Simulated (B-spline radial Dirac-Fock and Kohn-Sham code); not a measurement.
**Dipole and non-dipole photoemission parameters of Al 2s**

System: the Al atom in the configuration [Ne] 3s2 3p1; threshold 117.8 eV (tabulated edge). The computed values come from a radial B-spline solver: Dirac-Hartree-Slater photoionisation with a Latter tail; cross sections with all multipoles, angular parameters from the dipole term and its interference with E2.

Input file task.json (cfg lists n, l and occupation; rrms is the nuclear radius in fm):

```json
{"items": [{
  "Z": 13,
  "q": 0,
  "cfg": [[1, 0, 2], [2, 0, 2], [2, 1, 6], [3, 0, 2], [3, 1, 1]],
  "A": 27,
  "rrms": 3.061,
  "do": "xps",
  "hv": [75.4, 75.6, 79.0, 80, 118.0, 126.0, 150, 300, 488.0, 545.0, 600, 631.0, 831.0, 1000, 1040.0, 1130.0, 1150.0, 1486.9, 1580.0, 1660.0, 2984.4, 3190.0, 4000, 5830.0, 7140.0, 8490.0, 9960.0, 10600.0, 10800.0, 11500.0],
  "edges": {"K": 1559.0, "L1": 117.8, "L2": 72.9, "L3": 72.5}
}]}
```

Command: `python xray2_run.py task.json out`

For linearly polarised light dσ/dΩ = σ/(4π) [1 + β P₂(cos θ) + (δ + γ cos²θ) sin θ cos φ], with θ from the polarisation vector and φ the angle between the beam and the projection of the electron momentum on the plane normal to the polarisation.

| hν (eV) | σ (kb) | β | γ |
| --- | --- | --- | --- |
| 126 | 529 | 2.000 | 0.273 |
| 150 | 497 | 2.000 | 0.274 |
| 300 | 229 | 2.000 | -0.033 |
| 488 | 103 | 2.000 | 0.000 |
| 545 | 83.8 | 2.000 | 0.025 |
| 600 | 69.9 | 2.000 | 0.051 |
| 631 | 63.5 | 2.000 | 0.066 |
| 831 | 36.6 | 2.000 | 0.162 |
| 1000 | 24.8 | 2.000 | 0.240 |
| 1040 | 22.8 | 2.000 | 0.258 |
| 1130 | 19.1 | 2.000 | 0.298 |
| 1150 | 18.3 | 2.000 | 0.307 |
| 1486.9 | 10.3 | 2.000 | 0.443 |
| 1580 | ? | ? | ? |
| 1660 | 7.94 | 2.000 | 0.508 |
| 2984.4 | 1.87 | 2.000 | 0.911 |
| 3190 | 1.57 | 2.000 | 0.963 |
| 4000 | 0.868 | 2.000 | 1.152 |
| 5830 | 0.312 | 2.000 | 1.507 |
| 7140 | 0.177 | 2.000 | 1.723 |
| 8490 | 0.108 | 2.000 | 1.923 |
| 9960 | 0.0682 | 2.000 | 2.122 |
| 10600 | 0.0569 | 2.000 | 2.204 |
| 10800 | 0.0539 | 2.000 | 2.229 |
| 11500 | 0.0448 | 2.000 | 2.314 |

Q: Give the values at 1580 eV.

A: σ = 8.91 kb, β = 2.000, γ = 0.478. For an s subshell δ is negligible.
